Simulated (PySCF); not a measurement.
W(NH)(S)(Br)(OH) (BrH₂NOSW), SMILES [OH][W]([Br])(=[S])=[NH], multiplicity 1.

Geometry optimised at r2SCAN-D4/def2-SVP. The multiplicity is an assumed one; no other spin state was optimised. The structure was generated by enumeration; whether it is a known compound was not checked. The def2 effective core potentials stand for the cores of W; spin–orbit coupling is left out. Other conformers were not sampled.

Method: TDDFT-PBE/def2-SVPD run with PySCF 2.14.0.

Vertical excitations. 

```csv
state,energy (eV),λ (nm),f,main pairs
S1,3.33,372,0.005,HOMO→LUMO 90 %
S2,3.49,356,0.002,HOMO→LUMO+1 88 %
S3,3.71,334,0.011,HOMO−1→LUMO 79 %
S4,4.11,301,0.006,"HOMO−1→LUMO+1 51 %, HOMO→LUMO+2 27 %, HOMO−2→LUMO 10 %"
S5,4.19,296,0.004,"HOMO−2→LUMO 79 %, HOMO→LUMO+2 16 %"
S6,4.36,285,0.008,"HOMO→LUMO+2 38 %, HOMO→LUMO+3 21 %, HOMO−3→LUMO 13 %, HOMO−1→LUMO+1 11 %"
S7,4.47,277,0.002,"HOMO−2→LUMO+1 61 %, HOMO−3→LUMO 14 %, HOMO−1→LUMO+2 13 %"
S8,4.54,273,0.003,"HOMO−1→LUMO+2 62 %, HOMO−2→LUMO+1 20 %, HOMO−3→LUMO 11 %"
S9,4.67,265,0.015,"HOMO−3→LUMO 44 %, HOMO−1→LUMO+2 19 %, HOMO→LUMO+3 14 %"
S10,4.71,263,0.001,HOMO−3→LUMO+1 84 %
T1,2.91,425,0,HOMO→LUMO 93 %
T2,3.21,387,0,"HOMO→LUMO+1 76 %, HOMO−1→LUMO 20 %"
T3,3.29,377,0,"HOMO−1→LUMO 40 %, HOMO−1→LUMO+1 39 %, HOMO→LUMO+1 16 %"
T4,3.48,356,0,"HOMO−1→LUMO+1 56 %, HOMO−1→LUMO 36 %"
```
Triplets are in the Tamm–Dancoff approximation, which puts them higher than full response would, so one can lie above its singlet here.
